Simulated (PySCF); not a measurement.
Vertical excitations of a molecule C5H5Cl from TDA-CAM-B3LYP/def2-SVPD (PySCF 2.14.0), as energy in eV (oscillator strength): 5.19 (0.000), 5.43 (0.000), 5.51 (0.231), 6.58 (0.226), 6.59 (0.000), 6.76 (0.000), 6.87 (0.001), 7.31 (0.006), 7.33 (0.085), 7.39 (0.172). Lowest triplet (TDA): 3.15 eV. Geometry optimised at PBE-D3(BJ)/def2-SVP. Other conformers were not sampled.

**Question.** Pick the molecule that these values belong to.
A) C=C=CC(=C)Cl
B) C=C(Cl)C#CC
C) C#C[C@H]1C[C@H]1Cl
D) ClC1=CCC=C1

**Answer.** B, C=C(Cl)C#CC
